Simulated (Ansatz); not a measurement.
Geometry optimisation, RKS PBE-D4/def2-SVP in Ansatz.

input.yaml

```yaml
crystal:
  periodic: [false, false, false]
  atoms:
    - { symbol: Si, position_ang: [-0.5708, -0.3722, 0.1475] }
    - { symbol: H, position_ang: [1.223, -0.7365, -0.2771] }
    - { symbol: H, position_ang: [-0.6602, -1.8088, -0.0432] }
    - { symbol: H, position_ang: [-1.775, 0.0752, 0.8531] }
    - { symbol: "N", position_ang: [-0.3638, 0.8839, -0.9814] }
    - { symbol: H, position_ang: [1.7165, -0.6005, 0.5524] }
    - { symbol: Br, position_ang: [0.9778, -0.113, 2.3423] }
    - { symbol: H, position_ang: [-0.9606, 1.6921, -0.9817] }
    - { symbol: H, position_ang: [0.413, 0.9797, -1.6119] }
basis:
  gaussian: { orbitals: def2-SVP }
hamiltonian:
  xc: pbe
  dispersion: d4
relax:
  f_tol: 0.15
  max_steps: 25
  restrain:
    - { distance: [0, 6], at: 2.31, k: 30.0 }
    - { distance: [5, 1], at: 0.62, k: 30.0 }
    - { distance: [0, 1], at: 2.72, k: 30.0 }
    - { distance: [5, 6], at: 2.81, k: 30.0 }
```

Launched with:

```bash
$ ansatz run input.yaml --threads 2 --pin off --max-ram 3072MiB --backend cpu --events-out ev --progress --plain --runs-dir out
```

Problem. Where does it end, and by what steps?

Solution. It converged. The restraints hold the end off the free minimum. After 8 steps the energy has fallen by 1.710 eV (the restraints' own energy left out); H2 moved furthest, 0.60 Å. Joined: H2–H6.

```tsv
step	energy less start (eV)	largest force component (eV/Å)	accepted
0	0.0000	1.868	yes
1	-0.6623	2.588	yes
2	-0.8443	4.617	yes
3	-1.3471	4.310	yes
4	-1.6419	1.884	yes
5	-1.6981	2.037	yes
6	-1.7047	2.267	yes
7	-1.7033	2.129	no
8	-1.7100	2.223	yes
```

```xyz
9
Properties=species:S:1:pos:R:3
Si -0.743 -0.229 0.422
H 1.695 -0.992 -0.536
H -0.506 -1.652 0.034
H -2.156 0.004 0.865
N -0.452 0.829 -0.913
H 1.990 -0.723 0.046
Br 0.538 0.142 2.296
H -0.833 1.778 -0.852
H 0.467 0.844 -1.361
```

Whether the end is a true minimum wasn't checked by a vibrational analysis.

Time of the run: 15 s on 2 threads of AMD EPYC 7B13 (Zen 3) (shared host), peak memory 0.15 GiB.
